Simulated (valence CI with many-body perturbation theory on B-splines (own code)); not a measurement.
## E1 transitions of Cs VI

Calculated by valence CI with perturbative core correlation (CI+MBPT): four valence electrons over a frozen Dirac-Fock core [Kr] 4d10, a basis of 11 s, 11 p, 9 d, 7 f, 5 g, 2 h, 1 i functions for each j, with the one-electron correlation potential Σ1 (screened to all orders), the two-electron term Σ2, the three-electron term Σ3, Breit, model QED; selected single and double excitations, second order for the rest, scaled by the run's own slope (own B-spline code, finite nucleus).

Set against measurement, 29 paired levels are off by 322 cm⁻¹ on average, the worst by 678. These come from a selection out of Sansonetti, J. Phys. Chem. Ref. Data 38, 761 (2009). Levels without a partner in it may be off by more, other configurations by several thousand cm⁻¹.

Lines 1 to 50 of 235 in falling wavelength, among levels below 296830 cm⁻¹, chosen from the strongest by gf and those to the six lowest levels. Wavelengths and rates use the calculated energies, so an error of 300 cm⁻¹ moves a line at 1400 Å by 0.42 % and its rate by three times that or more. Electric multipoles are in the length gauge, E1 and E2 with the static RPA response of the core. Weak lines are less certain than strong ones. Lines between different terms over intervals too small for the method are left out, as are lines whose strength nearly cancels. Where a level lies close to another of its J and parity, the split of strength between their lines is uncertain. The highest levels of a list are the least certain.

Names give the largest LS component (configuration and term), which can be under half, so a name can repeat, a term be missing and a line seem to break the LS rules; names also repeat where a configuration has a term twice. Letters in brackets count levels of one name in rising energy.

```
λ vac (Å)  λ from measured levels                Upper                Lower   A (s⁻¹)  S (a.u.) with core polarisation  S without
    19840                              5s2.5p.5d 3F°_4       4f.5s2.5p 3G_5  1.21e+05                         4.21e+00   4.62e+00
    15470                               5s.5p2.5d 5F_1      4f.5s.5p2 5G°_2  3.04e+05                         1.67e+00   1.88e+00
    15160                               5s.5p2.5d 5D_4      4f.5s.5p2 5F°_5  2.65e+05                         4.09e+00   4.61e+00
    13730                               5s.5p2.5d 5F_2      4f.5s.5p2 5G°_3  4.09e+05                         2.62e+00   2.95e+00
    12310                               5s.5p2.5d 5F_4      4f.5s.5p2 5G°_5  5.78e+05                         4.78e+00   5.38e+00
    11650                              5s2.5p.5d 3F°_3       4f.5s2.5p 3G_4  4.63e+05                         2.53e+00   2.76e+00
    11140                               5s.5p2.5d 5F_3  4f.5s.5p2 5G°_4 [a]  6.68e+05                         3.19e+00   3.60e+00
    10560                               5s.5p2.5d 5F_5      4f.5s.5p2 5G°_6  9.00e+05                         5.74e+00   6.45e+00
     9081                               5s.5p2.5d 5D_2      4f.5s.5p2 5D°_3  5.66e+05                         1.05e+00   1.18e+00
     7714                               5s.5p2.5d 5D_3  4f.5s.5p2 5G°_4 [b]  1.05e+06                         1.66e+00   1.86e+00
     6120                              5s2.5p.5d 3P°_1       4f.5s2.5p 3D_2  1.88e+06                         6.37e-01   6.86e-01
     5079                          5s2.5p.5d 3P°_2 [b]       4f.5s2.5p 3D_3  3.47e+06                         1.12e+00   1.20e+00
     5062                              5s2.5p.5d 3D°_2   4f.5s2.5p 3G_3 [b]  3.36e+06                         1.07e+00   1.15e+00
     4949                              5s2.5p.5d 3D°_3       4f.5s2.5p 3F_4  3.43e+06                         1.44e+00   1.54e+00
     4862                          5s2.5p.5d 3P°_2 [a]       4f.5s2.5p 3F_3  4.28e+06                         1.21e+00   1.30e+00
     4735                              5s2.5p.5d 3D°_1       4f.5s2.5p 3F_2  5.39e+06                         8.47e-01   9.05e-01
     4598                              5s2.5p.5d 1F°_3       4f.5s2.5p 1G_4  6.85e+06                         2.30e+00   2.49e+00
     4176                              5s2.5p.5d 1P°_1       4f.5s2.5p 1D_2  7.43e+06                         8.01e-01   8.63e-01
     3563                               4f.5s2.5p 3D_3         5s.5p3 1D°_2  2.41e+06                         3.77e-01   4.36e-01
     2957                              5s2.5p.5d 3D°_3       4f.5s2.5p 3G_4  3.51e+06                         3.14e-01   3.26e-01
     2595                               5s2.5p.6p 3D_1      5s2.5p.6s 3P°_1  1.78e+08                         4.61e+00   4.75e+00
     2496                               5s2.5p.6p 3D_1      5s2.5p.6s 3P°_0  1.00e+08                         2.31e+00   2.38e+00
     2441                               4f.5s2.5p 3G_4         5s.5p3 3D°_3  5.87e+06                         3.79e-01   4.43e-01
     2242                               4f.5s2.5p 3F_3         5s.5p3 3D°_2  1.27e+07                         4.96e-01   5.81e-01
     2222                               5s2.5p.6p 3P_0      5s2.5p.6s 3P°_1  4.58e+08                         2.48e+00   2.56e+00
     2136                               5s.5p2.5d 5D_2      5s2.5p.6s 3P°_1  4.61e+07                         1.11e+00   1.14e+00
     2125                               5s2.5p.6p 3P_1      5s2.5p.6s 3P°_1  1.02e+08                         1.45e+00   1.49e+00
     2104                               5s2.5p.6p 3D_2      5s2.5p.6s 3P°_1  4.72e+08                         1.09e+01   1.12e+01
     2102                               4f.5s2.5p 3F_2         5s.5p3 3D°_1  1.75e+07                         4.02e-01   4.74e-01
     2079                               5s.5p2.5d 5D_1      5s2.5p.6s 3P°_0  4.71e+07                         6.27e-01   6.45e-01
     2059                               5s2.5p.6p 3P_1      5s2.5p.6s 3P°_0  3.60e+08                         4.65e+00   4.79e+00
     1990                               5s2.5p.6p 3D_1      5s2.5p.5d 1P°_1  5.73e+07                         6.69e-01   6.78e-01
     1832                               4f.5s2.5p 3F_4         5s.5p3 3D°_3  1.42e+07                         3.87e-01   4.57e-01
     1701                               5s2.5p.6p 3P_1      5s2.5p.5d 1P°_1  4.64e+07                         3.38e-01   3.39e-01
     1688                               5s2.5p.6p 3D_2      5s2.5p.5d 1P°_1  3.49e+07                         4.14e-01   4.36e-01
     1476                           4f.5s2.5p 3G_3 [a]         5s.5p3 5S°_2  1.03e+05                         1.15e-03   1.36e-03
     1409                               4f.5s2.5p 3F_3         5s.5p3 5S°_2  2.07e+06                         2.00e-02   2.38e-02
     1400                    1392         5s.5p3 5S°_2         5s2.5p2 1D_2  1.51e+06                         1.02e-02   1.39e-02
     1378                               5s2.5p.6p 3D_1      5s2.5p.5d 3D°_2  3.82e+07                         1.48e-01   1.43e-01
     1376                               4f.5s2.5p 3F_2         5s.5p3 5S°_2  2.54e+05                         1.64e-03   1.96e-03
     1264                    1260         5s.5p3 3D°_1         5s2.5p2 1S_0  1.75e+06                         5.23e-03   7.60e-03
     1263                               5s2.5p.6p 3D_2      5s2.5p.5d 3D°_3  8.61e+07                         4.28e-01   4.13e-01
     1211                               5s2.5p.6p 3D_1      5s2.5p.5d 3D°_1  1.67e+08                         4.38e-01   4.27e-01
     1206                               5s.5p2.5d 5D_4      5s2.5p.5d 3D°_3  2.00e+07                         1.56e-01   2.23e-01
     1190                           4f.5s2.5p 3G_3 [b]         5s.5p3 5S°_2  2.14e+05                         1.25e-03   1.50e-03
     1138                               5s2.5p.6p 3D_1         5s.5p3 1P°_1  7.98e+07                         1.74e-01   1.73e-01
     1131                                     5p4 3P_2         5s.5p3 3S°_1  1.34e+08                         4.79e-01   6.90e-01
     1126                                     5p4 1D_2         5s.5p3 1P°_1  1.10e+08                         3.88e-01   5.60e-01
     1125                    1120         5s.5p3 5S°_2         5s2.5p2 3P_2  1.85e+07                         6.50e-02   8.84e-02
     1123                               5s2.5p.6p 3P_0      5s2.5p.5d 3D°_1  1.38e+09                         9.68e-01   9.40e-01
```
